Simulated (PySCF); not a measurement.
**Dipole moment and polarisability of `CC(C)N([SiH3])[SiH3]`**

C3H13NSi2.
Structure used (PBE0-D3(BJ)/def2-SVP), in Å, numbered top down from 1:
```xyz
19
C3H13NSi2 angstrom
C     -1.068    1.099    1.283
C     -0.667   -0.165    0.535
C     -1.688   -0.550   -0.530
N      0.691   -0.059   -0.035
Si     1.716   -1.441    0.249
Si     1.184    1.359   -0.928
H     -2.053    0.976    1.758
H     -1.142    1.961    0.597
H     -0.332    1.347    2.062
H     -0.643   -0.983    1.282
H     -1.769    0.238   -1.295
H     -1.391   -1.482   -1.034
H     -2.685   -0.699   -0.088
H      1.081   -2.698   -0.264
H      3.022   -1.229   -0.440
H      1.954   -1.645    1.714
H      0.150    1.757   -1.936
H      1.426    2.556   -0.061
H      2.454    1.023   -1.633
```

Level: CAM-B3LYP/def2-SVPD (PySCF), static field, nuclei fixed, core orbitals frozen in the response. The polarisability tensor in these axes (au):

```
x   102.56  -2.24  -3.10
y    -2.24 100.34  -2.67
z    -3.10  -2.67  91.50
```

Problem. Give the principal values, the mean and the anisotropy Δα = √{½[(α1 − α2)² + (α2 − α3)² + (α1 − α3)²]}.

Solution. Principal values 89.74, 100.55 and 104.11 au; mean 98.13 au = 14.54 Å³ = 16.18 × 10⁻⁴⁰ C²·m²/J; Δα = 12.96 au (13 % of the mean).

Problem. What is the dipole moment, and where does it point?

Solution. (-1.03, -0.02, 0.45) D, 1.13 D in size, pointing from the negative to the positive side. Measured along this direction, the outermost atoms are H15 and H19 at the negative end and H7 at the positive end.

Problem. What would n − 1 = 2πNα be for an ideal gas of these molecules at 350 K and 1 atm, electronic part alone?

Solution. N = p/kT = 2.0968 × 10¹⁹ cm⁻³, so n − 1 = 2π × N × 14.54 × 10⁻²⁴ cm³ = 1916 × 10⁻⁶ at long wavelengths.

Problem. Rayleigh depolarisation ratio (linearly polarised light, static tensor)?

Solution. ρ = 3Δα²/(45ᾱ² + 4Δα²) = 503.8/(433355 + 671.7) = 0.00116.

Problem. Find the Langevin capture rate constant for NH4+ (18.034 u) meeting this molecule (119.059 u), k = 2.342 × 10⁻⁹ cm³/s × √(α in Å³ / reduced mass in u).

Solution. The reduced mass is 15.66 u, so k = 2.26 × 10⁻⁹ cm³/s. The formula leaves out the permanent dipole, which adds to the capture rate.

Problem. What are the principal values of the traceless quadrupole moment, Θ = ½Σq(3rr − r²1), about the centre of nuclear charge?

Solution. -1.67, -0.89, 2.56 D·Å. The values depend on the origin, since the dipole doesn't vanish. The electronic extent ⟨r²⟩ about the same centre is 1081 bohr², a root-mean-square distance of 2.14 Å for the 66 electrons.

Problem. Orientational against electronic polarisability at 250 K (dilute gas, rigid molecules)?

Solution. In Gaussian units μ²/3kT = 12.27 Å³ against 14.54 Å³, a ratio of 0.84; the Debye molar polarisation (4π/3)N_A(α + μ²/3kT) is 67.6 cm³/mol, leaving out the vibrational part.

The structure is a single PBE0-D3(BJ)/def2-SVP conformer in the gas phase; no vibrational or solvent corrections.
